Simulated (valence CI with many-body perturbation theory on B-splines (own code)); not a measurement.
Results of a calculation; reference values are marked as such.
**Zr XXVI: what the settings do**

Method: valence CI with perturbative core correlation (CI+MBPT): five valence electrons over a frozen Dirac-Fock core [Ne], radial functions for each j: 6 s, 6 p, 5 d, 3 f, 1 g, with the one-electron correlation potential Σ1, the two-electron term Σ2, the three-electron term Σ3, Breit, model QED; selected CI, second order for the rest (own B-spline code, finite nucleus).

No measured spectrum was set against this ion. As an estimate, levels of excited configurations hold to 0.05 to 0.15 % of their energy, terms of the ground configuration to about 0.5 %. Among the levels kept, up to 830 cm⁻¹ of a level comes from second order outside the variational space, and about a tenth of that is noise between levels of different J, which matters for small intervals.

The reference run has the lowest level (3s^2 3p1/2^2 3p3/2) J=3/2 and an ionisation energy of 1266.58 eV. Its largest variational space holds 10000 state functions.

Levels are named by their leading jj configuration (3d3/2^4 stands for four electrons in 3d with j = 3/2), which in mixed levels can hold well under half, so a name can repeat and another be missing. Letters in brackets count levels of one name in rising energy.

Changed runs:
A. selection threshold (hartree) 2e-08 → 2e-07
B. selection threshold (hartree) 2e-08 → 2e-07; scale of Σ2 1 → 0.8
C. lowest core n in screening and Σ2 1 → 4
D. logarithmic knot step 0.27 → 1.1 (bad on purpose)

Excitation energies of the reference run in cm⁻¹, and shifts in cm⁻¹:

```
                             Level  Reference       A        B        D
        (3s^2 3p1/2 3p3/2^2) J=3/2     123224       0      -30      -16
        (3s^2 3p1/2 3p3/2^2) J=5/2     162668       0     -1.1      -22
        (3s^2 3p1/2 3p3/2^2) J=1/2     216310    +0.3      +53      -35
              (3s^2 3p3/2^3) J=3/2     334407       0      -24      -51
        (3s 3p1/2^2 3p3/2^2) J=5/2     644971       0      -74     -899
    (3s 3p1/2^2 3p3/2^2) J=3/2 [a]     720507       0      -17     -807
        (3s 3p1/2^2 3p3/2^2) J=1/2     737989       0      -15     -902
          (3s 3p1/2 3p3/2^3) J=3/2     801012       0      +66     -529
          (3s 3p1/2 3p3/2^3) J=5/2     852670       0      +41     -723
        (3s^2 3p1/2^2 3d3/2) J=3/2     854314       0     +284     -329
        (3s^2 3p1/2^2 3d5/2) J=5/2     883892       0     +333      -67
(3s^2 3p1/2 3p3/2 3d3/2) J=3/2 [a]     902358       0     +198     -308
            Ionisation energy (eV)    1266.58  +5e-05  +0.0093  -0.0012
```

Run C: It gave no result: the setting left no core shell for the response of the core. The program said: "need at least one array to concatenate".
